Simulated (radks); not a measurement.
Values are calculated unless marked as measured or tabulated.
Problem. The cadmium ion Cd5+, configuration [Ar] 3d10 4s2 4p(1/2: 2, 3/2: 3) 4d(3/2: 4, 5/2: 4) (not the ground configuration). Code: a radial shooting solver on a logarithmic mesh with Libxc functionals. Model: Dirac Kohn-Sham, BLYP, spin-unpolarised, spherical densities, finite nucleus; Fermi nuclear charge, rms radius 4.6087 fm. Some entries of the table are withheld. Estimate them.

| orbital | occ. | eigenvalue (hartree) | <r^2> (bohr^2) | <1/r> (bohr^-1) |
|---|---|---|---|---|
| 1s1/2 | 2 | -977.2499 | 0.001250 | 50.64 |
| 2s1/2 | 2 | -147.5052 | 0.02037 | 11.69 |
| 2p1/2 | 2 | -137.5423 | 0.01519 | (1) |
| 2p3/2 | 4 | -130.4642 | 0.01651 | (2) |
| 3s1/2 | 2 | -29.80272 | 0.1467 | 4.106 |
| 3p1/2 | 2 | -25.80838 | 0.1419 | (3) |
| 3p3/2 | 4 | -24.54318 | 0.1507 | (4) |
| 3d3/2 | 4 | (5) | 0.1315 | 3.674 |
| 3d5/2 | 6 | (6) | 0.1341 | 3.628 |
| 4s1/2 | 2 | -6.60551 | 0.8424 | 1.612 |
| 4p1/2 | 2 | -5.29690 | (7) | 1.503 |
| 4p3/2 | 3 | -5.06784 | (8) | 1.447 |
| 4d3/2 | 4 | -3.00098 | 1.417 | 1.199 |
| 4d5/2 | 4 | -2.96771 | 1.443 | 1.186 |

Solution. 
(1) 2p1/2 <1/r> (bohr^-1): 11.68
(2) 2p3/2 <1/r> (bohr^-1): 10.94
(3) 3p1/2 <1/r> (bohr^-1): 4.013
(4) 3p3/2 <1/r> (bohr^-1): 3.833
(5) 3d3/2 eigenvalue (hartree): -17.46915
(6) 3d5/2 eigenvalue (hartree): -17.21182
(7) 4p1/2 <r^2> (bohr^2): 0.9480
(8) 4p3/2 <r^2> (bohr^2): 1.004
